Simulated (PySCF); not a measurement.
## Radiative rates from a computed spectrum

Compound: C₆H₁₂O.
SMILES: `COC1CCCC1`

Theory: TDDFT B3LYP/def2-SVPD, vertical, gas phase, core orbitals frozen in the response in PySCF 2.14.0, density-fitted response routines. Geometry: GFN2-xTB, one conformer, isolated molecule.

Computed singlets with f of 0.002 or more:

```json
{"state": "S1", "λ (nm)": "188.6", "f": "0.011"}
{"state": "S2", "λ (nm)": "176.5", "f": "0.0055"}
{"state": "S3", "λ (nm)": "174.3", "f": "0.0057"}
{"state": "S4", "λ (nm)": "165.4", "f": "0.0046"}
{"state": "S5", "λ (nm)": "156.6", "f": "0.018"}
{"state": "S6", "λ (nm)": "153.7", "f": "0.0063"}
{"state": "S7", "λ (nm)": "152.0", "f": "0.0075"}
{"state": "S8", "λ (nm)": "149.9", "f": "0.0028"}
```

Question: Give A, τ, |μ| and ∫σ dE for each state.

Answer: For one non-degenerate pair of states in vacuum, A = 0.6670 f ν̃² s⁻¹ with ν̃ in cm⁻¹, τ = 1/A, |μ|² = 3f / (2ΔE) in atomic units, and the integrated cross-section is ∫σ dE = 109.76 f Mb·eV.

```csv
state,A (s⁻¹),τ,|μ| (D),∫σ dE (Mb·eV)
S1,2.1×10⁷,48 ns,0.66,1.2
S2,1.2×10⁷,85 ns,0.46,0.61
S3,1.3×10⁷,80 ns,0.46,0.63
S4,1.1×10⁷,90 ns,0.40,0.5
S5,4.9×10⁷,20 ns,0.77,2
S6,1.8×10⁷,56 ns,0.45,0.69
S7,2.2×10⁷,46 ns,0.49,0.82
S8,8.2×10⁶,120 ns,0.30,0.3
```

Leading configurations: S1 H→L (93%); S2 H→L+1 (92%); S3 H→L+2 (98%); S4 H→L+3 (92%); S5 H→L+4 (77%); S6 H-1→L (94%); S7 H→L+5 (70%); S8 H→L+6 (61%) (H = HOMO, L = LUMO).

Only emission to the ground state at the vertical energy is counted.

Question: What is the integrated cross-section of all computed states together?

Answer: Σf = 0.061 over S1 to S8, so 109.76 × Σf ≈ 6.74 Mb·eV.

Question: By what factor does the largest A in the list exceed the smallest?

Answer: S5 has 6 times the rate of S8.

Question: Suppose S1 emitted 0.3 eV lower with the same transition dipole. How would A change?

Answer: At fixed |μ|, A goes as the cube of the energy: (6.27/6.57)³ = 0.87, which makes τ about 56 ns.

The run took 79 s of wall time on one thread, x86-64 server, no GPU (shared host).
